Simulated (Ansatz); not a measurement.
Program: Ansatz. Geometries: PBE0-D4/def2-TZVP. ΔE: electronic, gas phase. CBS: MP2 limit from def2 TZ/QZ plus the TZ coupled-cluster correction, frozen cores. This one scheme is used for every species, atoms too. For atomizations the MP2-based limit and the directly extrapolated one differ by several kJ/mol either way, and by 10 to 25 for some Ge, Se and Sn compounds, so smaller differences from it don't rank the levels. DFT in def2-TZVPP. No spin–orbit coupling; open shells (•) take unrestricted orbitals. Spin–orbit coupling would lower the free atoms: a little for Al, C, O; clearly for Ga. Bonds to Ga are less sure, by a few kJ/mol each and by 10 to 20 or more in all where they break to atoms, as the def2 sets lack core-valence functions. Scalar relativity is left out up to krypton. One conformer a species, not always the lowest.

Reaction (atomization): `N[CH2][Al]([OH])[GaH2]` → Al• + C• + Ga• + 7 H• + N• + O•

Question: What is ΔE at CCSD(T)/CBS? (Estimate.)

Answer: Ansatz gave: +922.2 kcal/mol.

Question: What do these levels give: revPBE-D4, r2SCAN-D4, B97M-V, ωB97M-V, r2SCAN, r2SCANh, CAM-B3LYP, CCSD/def2-SVP, CCSD(T)/def2-SVP, MP2/def2-TZVPP, MP2/def2-QZVPP, CCSD/CBS(def2)? (An estimate is asked.)

Answer: Computed: revPBE-D4 907.3, r2SCAN-D4 919.8, B97M-V 922.5, ωB97M-V 920.4, r2SCAN 918.4, r2SCANh 911.7, CAM-B3LYP 917.8, CCSD/def2-SVP 849.9, CCSD(T)/def2-SVP 858.5, MP2/def2-TZVPP 907.7, MP2/def2-QZVPP 922.7, CCSD/CBS(def2) 908.6 kcal/mol.

Largest T1 diagnostic among the species: 0.018.

In def2-TZVPP, CCSD(T) changes the Hartree–Fock value by +255.1 kcal/mol (the triples alone add +13.6 kcal/mol) and MP2 by +265.8 kcal/mol; breaking electron pairs costs correlation energy, which Hartree–Fock lacks. At CCSD(T), def2-SVP lies −63.7 kcal/mol from the extrapolated value and def2-TZVPP −25.2 kcal/mol: correlation converges slowly with the basis, and small sets miss more of it in the bonded molecule than in its fragments. From PBE to PBE0 (25 % exact exchange), in def2-TZVPP and without D4, ΔE moves by −16.7 kcal/mol: exact exchange takes away binding that semilocal exchange gives to molecules.
